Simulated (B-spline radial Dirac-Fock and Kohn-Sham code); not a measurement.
**Ionisation of each subshell: I³⁸⁺**

System: the I³⁸⁺ ion, [Ne] 3s2 3p3; nuclear rms radius 4.75 fm (A = 127).

Model: ΔSCF Dirac-Fock with Breit, self-energy and vacuum polarisation, finite nucleus, configuration average. Program: a radial finite-basis atomic code. No correlation. Energies are counted from the vacuum level. Subshells whose hole state is unreliable or did not converge are left out.

All terms are in eV, carry their sign (relaxation lowers the binding energy) and add up to the binding energy; ⟨r⟩ is the mean radius of the orbital in the initial state.

```
  subshell  −ε (Koopmans)  relaxation   Breit     QED  binding energy  ⟨r⟩ (bohr)
    K (1s)        35625.9      -27.38  -77.32  -39.24         35482.0       0.027
   L1 (2s)         7411.8       -5.40   -7.82   -5.12          7393.4       0.115
L3 (2p3/2)         6786.3       -6.71   -8.25   -0.24          6771.1       0.102
   M1 (3s)         2865.0       -0.58   -1.79   -1.33          2861.3       0.282
 M2,3 (3p)         2707.1       -0.64   -2.18   -0.04          2704.3       0.277
```

For the deepest level, K (1s), the Breit terms make up -0.218 % of the binding energy, QED -0.111 % and orbital relaxation -0.077 %.

Going to the tabulated ground configuration of the next ion removes an electron from M2,3 (3p), computed at 2704.3 eV. NIST lists 2680 ± 4 eV as the ionisation energy of this species (theoretical), -24.25 eV from the computed value. Where a p, d or f shell is open in either ion the computed value averages over both j values and all terms, while the table refers to the lowest levels; that difference holds spin-orbit splitting (largest in heavy or highly charged ions), term energies where several electrons share open shells, and correlation, and it can reach 10 % or more.
